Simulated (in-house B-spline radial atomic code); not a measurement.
Tc³⁺ is squeezed into an impenetrable sphere of radius R (the orbitals vanish at R). No spin polarisation. Caution: exact exchange at fractional occupations of open shells leaves self-interaction of up to several eV. All numbers are computed (non-relativistic B3LYP, spherical fractional occupations; point nucleus) with a radial B-spline atomic code at the basis-set limit, not measured.

Energies in eV above the free ion in [Kr] 4d4:

```
R (bohr)  highest level (eV)  [Kr] 4d4  [Ar] 3d9 4s2 4p6 4d4 4f1  [Ar] 3d10 4s2 4p5 4d4 4f1  -dE/dV in [Kr] 4d4 (GPa)
    8.82               -35.5         0                     295.4                      70.17                  8.19e-06
    6.07               -35.5  0.004625                     296.3                      71.04                    0.0282
     5.4               -35.4   0.02603                     297.1                      71.83                     0.195
    4.57               -35.2    0.2057                       299                      73.79                      2.07
    3.77               -34.3     1.409                     303.3                      78.33                      20.4
    3.23               -32.3     5.158                     310.4                      86.07                       104
    2.45               -21.3     38.01                     350.9                      129.9                      1490
    2.27               -15.1     62.53                     377.9                      158.5                      2940
    1.76                25.2     280.4                     607.4                      391.2                     24200
    1.46                87.9     729.2                      1073                      846.5                     97500
```

Task: Does [Ar] 3d9 4s2 4p6 4d4 4f1 fall below [Kr] 4d4 under compression?

Result: No, it stays above over the whole range.

Task: Does [Ar] 3d10 4s2 4p5 4d4 4f1 fall below [Kr] 4d4 under compression?

Result: No, it stays above over the whole range.

The highest level is first positive in the row R = 1.76 bohr, pushed up by confinement above the zero of the free ion's potential. Each configuration is held fixed and needn't be the lowest in the sphere.
